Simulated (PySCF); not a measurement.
C₃H₉Sb, SMILES [CH3][Sb]([CH3])[CH3]. Coordinates come from a B3LYP-D3(BJ)/def2-SVP optimisation. The isomer is the one that the SMILES or the coordinates give; other isomers of the formula were not compared. The def2 effective core potentials stand for the cores of Sb; spin–orbit coupling is left out.

Computed equilibrium geometry at B3LYP-D3(BJ)/def2-SVP (PySCF confirms it by a frequency run) as bond lengths and angles, and its point group:
point group C3v.
Atoms: Sb1 C2 H3 H4 H5 C6 H7 H8 H9 C10 H11 H12 H13. Bonded distances (Å): Sb1–C2 2.193, Sb1–C6 2.193, Sb1–C10 2.193, C2–H3 1.100, C2–H4 1.100, C2–H5 1.100, C6–H7 1.100, C6–H8 1.100, C6–H9 1.100, C10–H11 1.100, C10–H12 1.100, C10–H13 1.100. Bond angles (°): C2–Sb1–C6 93.9, C2–Sb1–C10 93.9, C6–Sb1–C10 93.9, Sb1–C2–H3 109.7, Sb1–C2–H4 109.7, Sb1–C2–H5 109.8, H3–C2–H4 108.7, H3–C2–H5 109.4, H4–C2–H5 109.4, Sb1–C6–H7 109.7, Sb1–C6–H8 109.7, Sb1–C6–H9 109.8, H7–C6–H8 108.7, H7–C6–H9 109.4, H8–C6–H9 109.4, Sb1–C10–H11 109.7, Sb1–C10–H12 109.8, Sb1–C10–H13 109.7, H11–C10–H12 109.4, H11–C10–H13 108.7, H12–C10–H13 109.4.
Charge 0, spin multiplicity 1.
